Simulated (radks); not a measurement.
Values are calculated unless marked as measured or tabulated.
Valence configurations of Sc II (all share [Ar]). Code: a radial shooting solver on a logarithmic mesh with Libxc functionals. Model: scalar-relativistic Kohn-Sham, PBE, spin-unpolarised, spherical densities, point nucleus. Energies are relative to 3d1 4s1; eigenvalues in eV.

valence          E (eV)    e(3d)   e(4p)    e(4s)
3d1 4s1           0.000   -9.968       -   -9.728
3d0.5 4s1.5       0.411  -11.945       -  -10.503
3d2               0.681   -6.950       -        -
4s2               1.484        -       -  -11.305
3d1 4s0.5 4p0.5   1.709  -10.498  -6.622  -10.054
3d0.5 4s1 4p0.5   2.228  -12.480  -7.166  -10.814
3d1 4p1           3.430  -11.020  -6.916        -
3d0.5 4s0.5 4p1   4.058  -13.004  -7.438  -11.110
4s1 4p1           5.364        -  -7.975  -11.884
4p2               9.299        -  -8.452        -

NIST lists [Ar] 3d1 4s1 as the ground configuration; this level of theory agrees among the configurations tried. The energies are those of spherical spin-averaged densities, not of single terms.
